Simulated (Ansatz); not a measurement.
Reaction (isomerisation): `OB([SiH3])O[SiH3]` → `[SiH3]OBO[SiH3]`

Program: Ansatz. Geometries: PBE0-D4/def2-TZVP. ΔE: electronic, gas phase. CCSD(T)/CBS is the MP2 limit (def2-TZVPP, def2-QZVPP) plus CCSD(T) − MP2 in def2-TZVPP, frozen cores. DFT in def2-TZVPP. One conformer a species, not always the lowest.

`OB([SiH3])O[SiH3]`:

```xyz
12

O     1.145    1.635   -1.324
B     0.476    0.711   -0.591
Si   -1.398    0.191   -1.208
O     1.088    0.184    0.511
Si    0.668   -0.927    1.656
H     2.020    1.821   -0.962
H    -2.400    0.478   -0.142
H    -1.469   -1.271   -1.492
H    -1.791    0.930   -2.436
H     0.712   -0.268    2.983
H     1.648   -2.038    1.611
H    -0.699   -1.445    1.392
```

`[SiH3]OBO[SiH3]`:

```xyz
12

Si    1.281    1.962   -0.027
O     0.417    0.554   -0.010
B     0.770   -0.756   -0.117
O    -0.187   -1.711   -0.071
Si   -1.829   -1.546    0.104
H     2.731    1.675   -0.167
H     0.812    2.782   -1.169
H     1.024    2.678    1.245
H     1.916   -1.080   -0.251
H    -2.393   -0.743   -1.009
H    -2.392   -2.915    0.072
H    -2.150   -0.899    1.400
```

```
         level  ΔE (kJ/mol)
       ωB97X-V       -105.5
CCSD/CBS(def2)       -113.5
```

Task: What does CCSD(T)/CBS give? (Estimate.)

Result: The calculation gave: -109.5 kJ/mol. The listed levels differ from it by 4.0, -4.0 kJ/mol.

Largest T1 diagnostic among the species: 0.014.

From PBE to PBE0 (25 % exact exchange), in def2-TZVPP and without D4, ΔE moves by −8.7 kJ/mol. In def2-TZVPP, CCSD(T) changes the Hartree–Fock value by +29.5 kJ/mol (the triples alone add +4.0 kJ/mol) and MP2 by +22.1 kJ/mol.
